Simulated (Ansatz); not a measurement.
Ideal-gas functions of AlBH4SSi, SMILES `[SiH3][B]1[AlH][S]1` at 298.15 K and 1 bar, from an Ansatz frequency run at PBE0-D4/def2-TZVP.

Molar mass 101.98 g/mol, point group Cs (symmetry number 1), electronic degeneracy 1, moments of inertia 77.389, 275.602, 347.163 u Å². Harmonic wavenumbers (cm⁻¹, unscaled): 58, 130, 189, 317, 401, 420, 479, 543, 572, 730, 881, 931, 941, 1010, 1970, 2203, 2207, 2209.

Use S(trans) = R[1.5 ln M + 2.5 ln T − 1.1517]; rotational temperatures θ = 24.2544 K / I; S(rot) = R[ln(√π/σ · √(T³/θAθBθC)) + 1.5]; for each mode x = 1.438777 ν̃/T, S = R[x/(eˣ − 1) − ln(1 − e⁻ˣ)] and H = RT x/(eˣ − 1); 1 cm⁻¹ = 0.0119627 kJ/mol; R = 8.31446 J/(mol·K).

Q: By hand: the entropy, in J/(mol·K).

A: Translation 166.5. Rotation: θ = 0.3134, 0.088, 0.0699 K, giving 114.3. Vibration, mode by mode: 18.93, 12.33, 9.36, 5.55, 4.01, 3.73, 2.98, 2.34, 2.09, 1.14, 0.63, 0.52, 0.50, 0.38, 0.01, 0.00, 0.00, 0.00, in all 64.5. Electronic 0.0. Sum 345.3 J/(mol·K).

Q: By hand: H − E and G − E in kJ/mol, counted from the electronic energy.

A: Zero-point energy ½ × 16191 × 0.0119627 = 96.8; thermal vibration 10.4; translation, rotation and pV give 4 RT = 9.9. H − E = 117.1 kJ/mol, and G − E = 117.1 − 298.15 × 345.3/1000 = 14.1 kJ/mol.

Vibration gives 19 % of the entropy, 31.3 J/(mol·K) of it from the modes under 150 cm⁻¹: soft modes count most, and the harmonic formula is weakest for them.
